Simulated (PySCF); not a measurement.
C5H8ClNSi.
Geometry (GFN2-xTB, Å), atoms numbered from 1 in this order:
```xyz
16
C5H8ClNSi angstrom
C     -2.420   -0.625   -0.269
C     -1.265   -0.318    0.323
C     -1.187   -0.258    1.728
N     -1.074   -0.198    2.868
Si     0.368    0.065   -0.593
C      0.878    1.857   -0.210
C      1.684   -1.193   -0.045
Cl    -0.002   -0.135   -2.586
H     -2.498   -0.677   -1.342
H     -3.317   -0.834    0.295
H      0.132    2.568   -0.554
H      1.818    2.109   -0.693
H      1.006    2.005    0.858
H      2.644   -0.986   -0.511
H      1.402   -2.208   -0.312
H      1.824   -1.162    1.031
```

Computed with TDDFT B3LYP/def2-SVPD, vertical, gas phase, core orbitals frozen in the response (PySCF 2.14.0, density-fitted response routines).

Ground-to-excited transition dipoles (e·a0, same axes as the geometry; the sign carries no meaning), for the states with f of 0.002 or more among the lowest 7:

| state | E (eV) | μx | μy | μz |
| --- | --- | --- | --- | --- |
| S1 | 5.507 | 0.041 | -0.141 | 0.008 |
| S2 | 5.893 | -0.746 | -0.200 | -0.244 |
| S3 | 6.121 | 0.679 | 0.190 | 0.701 |
| S4 | 6.577 | 0.029 | -0.110 | 0.004 |
| S5 | 6.733 | 0.033 | -0.167 | -0.006 |
| S6 | 6.843 | 0.044 | -0.155 | 0.008 |
| S7 | 7.123 | 0.271 | 0.079 | -0.062 |

**Question.** Work out the oscillator strengths.

**Answer.** f = (2/3) ΔE |μ|² with ΔE in hartree (27.2114 eV).

```
state  |μ|² (au)  |μ| (D)      f
   S1      0.022     0.37  0.003
   S2      0.656     2.06  0.095
   S3      0.989     2.53  0.148
   S4      0.013     0.29  0.002
   S5      0.029     0.43  0.005
   S6      0.026     0.41  0.004
   S7      0.083     0.73  0.015
```

**Question.** Which bond between heavy atoms lies closest to the direction of the S3 transition dipole?

**Answer.** C1–C2, at 19° from it; next Si5–Cl8 at 34°.

**Question.** What angle do the transition dipoles of S2 and S7 make?

**Answer.** |cos θ| = |μa·μb| / (|μa| |μb|) = 0.87, so θ ≈ 30° (taken between 0 and 90°, since the signs are arbitrary).

**Question.** What peak molar absorption coefficient would the strongest computed level give as a lone Gaussian band 0.3 eV wide at half height?

**Answer.** ε(max) = 2.175×10⁸ f / FWHM, with the width in cm⁻¹. S3: 2.175×10⁸ × 0.1482 / 2420 ≈ 13000 L mol⁻¹ cm⁻¹.

One conformer stands for the species.
